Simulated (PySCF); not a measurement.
Dissociation curve of GeH, doublet.

Levels: NEVPT2 = SC-NEVPT2 on CASSCF(5,5)/cc-pVDZ, all electrons correlated run with PySCF; ROKS-TPSSh = PySCF 2.14.0 with restricted open-shell TPSSh/cc-pVDZ; UCCSD(T) = CCSD(T) on UHF/cc-pVDZ, 9 core orbitals frozen run with PySCF 2.14.0.

Energies relative to the lowest point of each curve near equilibrium, in eV:

| R / Å | NEVPT2 | ROKS-TPSSh |
|---|---|---|
| 1.20 | 2.069 | 2.066 |
| 1.28 | 1.167 | 1.164 |
| 1.36 | 0.587 | 0.584 |
| 1.43 | 0.273 | 0.269 |
| 1.51 | 0.075 | 0.072 |
| 1.56 | 0.017 | 0.016 |
| 1.60 | 0.000 | 0.000 |
| 1.64 | 0.005 | 0.006 |
| 1.68 | 0.027 | 0.031 |
| 1.77 | 0.129 | 0.139 |
| 1.87 | 0.300 | 0.319 |
| 1.98 | 0.526 | 0.562 |

Q: Estimate the UCCSD(T) values at these points.

A: 1.20: 2.028; 1.28: 1.132; 1.36: 0.560; 1.43: 0.253; 1.51: 0.064; 1.56: 0.013; 1.60: 0.000; 1.64: 0.009; 1.68: 0.036; 1.77: 0.147; 1.87: 0.328; 1.98: 0.566 (eV).

The scan ran from 1.20 to 6.43 Å; beyond the distances shown one of the unrestricted levels run for this scan, shown here or not, changes its spin distribution in one step.
